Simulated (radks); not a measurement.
Trend from Lu2+ to Hg2+: ionisation energy by Delta-SCF between NIST ground configurations, and size. Calculated with a radial shooting solver on a logarithmic mesh with Libxc functionals: Dirac Kohn-Sham, PBE, spin-unpolarised, spherical densities, finite nucleus; open shells fill j = l - 1/2 first; Fermi nuclear charge, rms radius of each element as measured or else 0.836 A^(1/3) + 0.57 fm.

species,configuration,IE (eV),NIST (eV),kind,outermost,<r> outermost (bohr),r at 0.001 e/bohr^3 (bohr)
Lu2+,[Xe] 4f14 6s1,21.064,20.959,exp.,6s1/2,3.06,4.05
Hf2+,[Xe] 4f14 5d2,22.057,22.55,theory,5d3/2,2.09,3.70
Ta2+,[Xe] 4f14 5d3,23.864,23,theory,5d3/2,1.96,3.74
W2+,[Xe] 4f14 5d4,25.645,26.0,semi-emp.,5d3/2,1.86,3.73
Re2+,[Xe] 4f14 5d5,26.426,27,theory,5d5/2,1.82,3.70
Os2+,[Xe] 4f14 5d6,28.125,25,theory,5d5/2,1.73,3.66
Ir2+,[Xe] 4f14 5d7,29.797,28,theory,5d5/2,1.65,3.61
Pt2+,[Xe] 4f14 5d8,31.449,29,theory,5d5/2,1.58,3.56
Au2+,[Xe] 4f14 5d9,33.083,30,theory,5d5/2,1.52,3.51
Hg2+,[Xe] 4f14 5d10,34.704,34.49,exp.,5d5/2,1.47,3.46

Reference values: NIST Atomic Spectra Database (exp. = measured, semi-emp. = semi-empirical, theory = theoretical value adopted there). Spin polarisation and multiplet splitting are left out, so open shells lie too high by an amount that depends on their filling.

Beside tabulated values, note that spin-unpolarised runs miss the spin-polarisation part of the exchange energy of open shells.
